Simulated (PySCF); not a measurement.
## N⁺: ionisation energy

N⁺ [He] 2s2 2p2 (3P) → N²⁺ [He] 2s2 2p1 (2P), as a difference of total energies. Computed with PySCF 2.14 in aug-cc-pwCVTZ (7s6p4d2f, 59 functions), with the non-relativistic Hamiltonian (point nucleus). Correlated levels: valence: 1s2 frozen. The calculations carry no spin-orbit coupling.

```tsv
method	ionisation energy (eV)
UHF	29.189
MP2 (valence)	29.618
SCS-MP2 (valence)	29.476
CCSD (valence)	29.462
CCSD(T) (valence)	29.479
```

Problem. How much does correlation contribute at CCSD(T) (valence)?

Solution. 29.479 − (29.189) = 0.290 eV, measured against UHF.

Errors of the correlated levels include the incompleteness of this basis and the frozen core.

For comparison: 29.601 eV (semi-empirical (NIST evaluation); NIST Atomic Spectra Database, ionization energies).
